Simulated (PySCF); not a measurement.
Numbering as in the mapped SMILES `[CH:1]#[C:2][C:3]#[C:4][C:5]#[C:6][CH:7]=[CH2:8]`. Hydrogens are named by the atom that carries them. Ha(C8) is cis to C6; Hb(C8) is trans to C6.

Geometry: GFN2-xTB; GIAO absolute shieldings from PySCF, gas phase, non-relativistic, averaged over equivalent atoms.

At PBE0/6-31G-J (112 basis functions, 8.7 s wall time on 1 thread of an Arm Neoverse V2, shared host):
```tsv
atoms	σ (ppm)
C8	51.2
C7	70.7
C5	105.2
C3	114.8
C1	117.7
C6	119.6
C2	120.2
C4	128.9
Ha(C8)	26.51
H(C7)	26.77
Hb(C8)	26.82
H(C1)	31.43
```

What do these become at B3LYP/6-31G*?

Answers


```csv
atoms,σ at B3LYP/6-31G*,change
C8,64.1,+12.9
C7,82.5,+11.8
C5,116.4,+11.2
C3,125.4,+10.6
C1,126.6,+8.9
C6,127.5,+7.9
C2,129.8,+9.6
C4,137.9,+9.0
Ha(C8),26.53,+0.02
H(C7),26.66,-0.11
Hb(C8),26.76,-0.06
H(C1),31.28,-0.15
```

The largest change is at C8 (terminal =CH2 carbon). Cost: 120 basis functions, 8.7 s wall time on 1 thread of an Arm Neoverse V2, shared host. The order of the carbon signals is the same at both levels.
